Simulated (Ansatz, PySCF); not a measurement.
Species: sum formula H₄Si₂OCl₂, charge 0, multiplicity 1. SMILES: [SiH3]O[SiH](Cl)Cl
Coordinates optimised at B3LYP-D3(BJ)/def2-TZVP (Ansatz, a program for electronic structure):
```xyz
9

Si     2.3762    -0.5527    -0.3057
O      0.7609    -0.8680    -0.4549
Si    -0.7437    -0.3643    -0.1830
Cl    -1.0415    -0.1030     1.8291
Cl    -1.0625     1.4291    -1.1250
H      3.1010    -1.7003    -0.8856
H      2.7176    -0.3983     1.1240
H      2.7052     0.6871    -1.0399
H     -1.6992    -1.3497    -0.6872
```
Charge 0, spin multiplicity 1.

PBE beside other levels, property by property. Correlated levels leave the core frozen unless marked. UHF or UKS for open shells. No spin-orbit coupling. Non-relativistic. CBS marks a two-point X^-3 extrapolation of the correlation energy; Hartree-Fock from the larger set. The bracket is a focal-point correction in the basis named. Rows marked 298 K are enthalpies with B3LYP-D3(BJ) harmonic zero-point and thermal terms. Atomisation energies are electronic, to ground-state atoms; the column to compare with has the core term from cc-pwCVTZ added, other frozen-core levels have none. Frequencies are from Ansatz or PySCF. The coupled-cluster column (Ansatz) is a level with limits of its own: (a) RI-MP2/CBS(aug-cc-pV(T+d)Z,aug-cc-pV(Q+d)Z)+[CCSD(T)-MP2]/aug-cc-pV(T+d)Z; (b) CCSD(T)/CBS(aug-cc-pV(T+d)Z,aug-cc-pV(Q+d)Z); (c) CCSD(T)/CBS(cc-pV(T+d)Z,cc-pV(Q+d)Z).

```tsv
property	PBE/def2-TZVPD (Ansatz)	PBE0/def2-TZVPD (Ansatz)	HSE06/def2-TZVPD (Ansatz)	wB97M-V/def2-TZVPD (Ansatz)	coupled cluster
O-Si bond dissociation enthalpy, 298 K, to [O][SiH](Cl)Cl + [SiH3] (SiH3) (kcal/mol)	121.7	124.0	124.1	132.1	135.0 (c)
H-Si bond dissociation enthalpy, 298 K, to [SiH2]O[SiH](Cl)Cl + H atom (kcal/mol)	86.5	88.0	88.0	93.6	94.0 (c)
proton affinity at O, enthalpy at 298 K, to [SiH3][OH+][SiH](Cl)Cl (kcal/mol)	173.9	173.8	173.8	171.3	172.8 (c)
atomisation energy (kcal/mol)	722.6	717.9	718.6	736.2	741.2 (b)
O-Si bond dissociation enthalpy, 298 K, to Cl[SiH]Cl + [O][SiH3] (kcal/mol)	121.6	125.6	125.6	134.5	138.3 (a)
H-Si bond dissociation enthalpy, 298 K, to [SiH3]O[Si](Cl)Cl + H atom (kcal/mol)	86.5	88.9	88.9	95.0	95.7 (c)
Cl-Si bond dissociation enthalpy, 298 K, to [SiH3]O[SiH]Cl + Cl atom (kcal/mol)	109.9	110.7	110.8	116.3	116.7 (b)
```

As the rows show:
- O-Si bond dissociation enthalpy, 298 K, to [O][SiH](Cl)Cl + [SiH3] (SiH3): PBE lies 13.3 kcal/mol below coupled cluster.
- H-Si bond dissociation enthalpy, 298 K, to [SiH2]O[SiH](Cl)Cl + H atom: PBE lies 7.5 kcal/mol below coupled cluster.
- proton affinity at O, enthalpy at 298 K, to [SiH3][OH+][SiH](Cl)Cl: PBE lies 1.1 kcal/mol above coupled cluster.
- atomisation energy: PBE lies 18.6 kcal/mol below coupled cluster.
- O-Si bond dissociation enthalpy, 298 K, to Cl[SiH]Cl + [O][SiH3]: PBE lies 16.7 kcal/mol below coupled cluster.
- H-Si bond dissociation enthalpy, 298 K, to [SiH3]O[Si](Cl)Cl + H atom: PBE lies 9.2 kcal/mol below coupled cluster.
- Cl-Si bond dissociation enthalpy, 298 K, to [SiH3]O[SiH]Cl + Cl atom: PBE lies 6.8 kcal/mol below coupled cluster.
